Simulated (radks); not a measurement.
Results of a calculation; reference values are marked as such.
Problem. The palladium ion Pd11+, 35 electrons, occupied as [Ar] 3d10 4s2 4p5 (the NIST ground configuration). Level of theory: scalar-relativistic Kohn-Sham, BLYP, spin-polarised, spherical densities, finite nucleus; open shells are filled with parallel spins first (spin-orbit coupling, left out, can overturn this in heavy ions); Fermi nuclear charge, rms radius 4.5318 fm (a radial shooting solver on a logarithmic mesh with Libxc functionals). Some entries of the table are withheld. Estimate them.

orbital,occ.,eigenvalue (eV),r(max) (bohr),<r> (bohr)
1s up,1,-24402.66,0.02066,0.03185
1s down,1,-24402.37,0.02066,0.03185
2s up,1,-3762.839,0.1168,0.1383
2s down,1,-3762.672,0.1168,0.1383
2p up,3,-3398.449,0.09337,0.1206
2p down,3,-3398.182,0.09338,0.1206
3s up,1,-862.8097,0.3411,0.3780
3s down,1,-862.5049,0.3411,0.3780
3p up,3,-742.9983,(1),0.3769
3p down,3,-742.6542,(2),0.3768
3d up,5,-553.3544,0.2807,0.3544
3d down,5,-553.0037,0.2807,0.3543
4s up,1,(3),0.8198,0.8729
4s down,1,(4),0.8191,0.8730
4p up,3,(5),0.8586,0.9204
4p down,2,(6),0.8582,0.9211

Solution. 
(1) 3p up r(max) (bohr): 0.3340
(2) 3p down r(max) (bohr): 0.3341
(3) 4s up eigenvalue (eV): -291.4722
(4) 4s down eigenvalue (eV): -289.6640
(5) 4p up eigenvalue (eV): -253.2555
(6) 4p down eigenvalue (eV): -251.4613
